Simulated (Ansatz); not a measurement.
The cluster Fe₃⁻, relaxed as a multiplicity 10 with UKS PBE0-D4/def2-TZVPD in Ansatz, starting from the GFN2-xTB geometry. Force threshold 0.02 eV/Å.

The charge -1 multiplicity 10 is spin-contaminated (final ⟨S²⟩ up to 25.91, 24.75 for a pure state). The highest occupied level of the charge -1 multiplicity 10 lies above zero (up to 0.04 eV). The electron is either unbound and held by the finite basis, or the level is raised by self-interaction error. The structure comes from a short search, and lower isomers may exist.

Start:

```csv
atom,x (Å),y (Å),z (Å)
Fe1,-1.826,-0.117,-0.841
Fe2,0.814,-1.368,0.834
Fe3,1.012,1.484,0.007
```

Estimate the energy that the relaxation releases and the steps that it takes.

18.9 kcal/mol, in 8 steps; 98 s on 4 threads of Arm Neoverse V2 on a shared host. No frequencies were taken in this run, so the end may be a saddle point.

Does the start keep its bonding and symmetry?

By distances, no bond broke or formed, bridged metal pairs apart. The bond that changes most is Fe1–Fe3, from 3.37 to 2.41 Å (atoms count from 1). Metal–metal contacts that move far: Fe1–Fe3 3.37 to 2.41 Å, Fe1–Fe2 3.37 to 2.69 Å. Point group C2v at the start, C2v at the end, both within 0.05 Å; within 0.015 Å the end is Cs.

Predict the relaxed structure.


```xyz
3

Fe   -1.3527    0.0027   -0.6520
Fe    0.6754   -1.1423    0.6945
Fe    0.6773    1.1396   -0.0425
```
Bond lengths (bridged metal pairs left out): 3 × Fe–Fe 2.40 to 2.69 Å.
